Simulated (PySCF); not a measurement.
What happened in this job?

A geometry optimisation on C2H4AlBrClN, SMILES `CC#[N+][Al@@H-]([Cl])[Br]`. The calculation used PySCF 2.14.0, PBE0-D3(BJ)/def2-SVP geometry optimisation, gas phase.

Driver input (Å, GFN2-xTB start):

```
{"job": {"xc": "PBE0", "basis": "def2-SVP", "d3": "d3bj", "grid": 1, "shake": 0.01, "kind": "geom"}, "charge": 0, "multiplicity": 1}
C     -1.7830     0.5045     1.0889
C     -0.7544     0.2550     0.1741
N      0.0814     0.0280    -0.5679
Al     1.9296    -0.5803    -1.2539
Cl     2.7718     1.1683    -1.8045
Br     2.5131    -1.6107     0.6827
H     -2.3521     1.4070     0.7620
H     -2.4544    -0.3265     1.1232
H     -1.3838     0.7123     2.0945
H      1.4822    -1.5786    -2.3201
```

Output:

```
step   0  E = -3408.95301995  max force = 0.035124
step   1  E = -3408.96242807  max force = 0.005098
step   2  E = -3408.96292562  max force = 0.002192
step   3  E = -3408.96302161  max force = 0.005736
step   4  E = -3408.96318235  max force = 0.001458
step   5  E = -3408.96318898  max force = 0.000848
step   6  E = -3408.96316688  max force = 0.000780
step   7  E = -3408.96318919  max force = 0.000542
step   8  E = -3408.96319353  max force = 0.000523
step   9  E = -3408.96320316  max force = 0.000487
step  10  E = -3408.96319471  max force = 0.000626
step  11  E = -3408.96319548  max force = 0.000589
step  12  E = -3408.96319532  max force = 0.000584
step  13  E = -3408.96319522  max force = 0.000582
step  14  E = -3408.96319517  max force = 0.000580
step  15  E = -3408.96319513  max force = 0.000579
step  16  E = -3408.96319509  max force = 0.000581
step  17  E = -3408.96319505  max force = 0.000581
step  18  E = -3408.96319501  max force = 0.000580
step  19  E = -3408.96319496  max force = 0.000580
step  20  E = -3408.96319492  max force = 0.000579
step  21  E = -3408.96319488  max force = 0.000581
step  22  E = -3408.96319483  max force = 0.000582
step  23  E = -3408.96319478  max force = 0.000583
step  24  E = -3408.96319473  max force = 0.000582
step  25  E = -3408.96319468  max force = 0.000582
step  26  E = -3408.96319463  max force = 0.000583
step  27  E = -3408.96319458  max force = 0.000580
step  28  E = -3408.96319453  max force = 0.000585
step  29  E = -3408.96319448  max force = 0.000585
step  30  E = -3408.96319442  max force = 0.000587
step  31  E = -3408.96319436  max force = 0.000586
step  32  E = -3408.96319430  max force = 0.000587
step  33  E = -3408.96319424  max force = 0.000587
step  34  E = -3408.96319418  max force = 0.000585
step  35  E = -3408.96319412  max force = 0.000590
step  36  E = -3408.96319406  max force = 0.000590
step  37  E = -3408.96319399  max force = 0.000592
step  38  E = -3408.96319393  max force = 0.000591
step  39  E = -3408.96319386  max force = 0.000592
step  40  E = -3408.96319379  max force = 0.000592
step  41  E = -3408.96319372  max force = 0.000591
step  42  E = -3408.96319365  max force = 0.000594
step  43  E = -3408.96319358  max force = 0.000595
step  44  E = -3408.96319350  max force = 0.000597
step  45  E = -3408.96319343  max force = 0.000596
optimisation not converged
```

Energies are in Eh and forces in Eh/bohr.

Question: Which diagnosis fits best?
A. step limit reached with the energy nearly constant
B. step limit reached while the energy was still falling
C. step limit reached with the energy going up and down

Answer: A. After 46 gradient evaluations the largest force component was 0.00060 Eh/bohr against a threshold of 0.00045, and over the last 5 steps the energy changed by 0.000 kcal/mol in all, within a range of 0.000 kcal/mol, the last step by 0.000 kcal/mol. The energy rose in 2 of the 45 steps.

What would you do next?

Restart from the last geometry, if need be with a computed Hessian or a finer grid, and confirm the end point by frequencies.
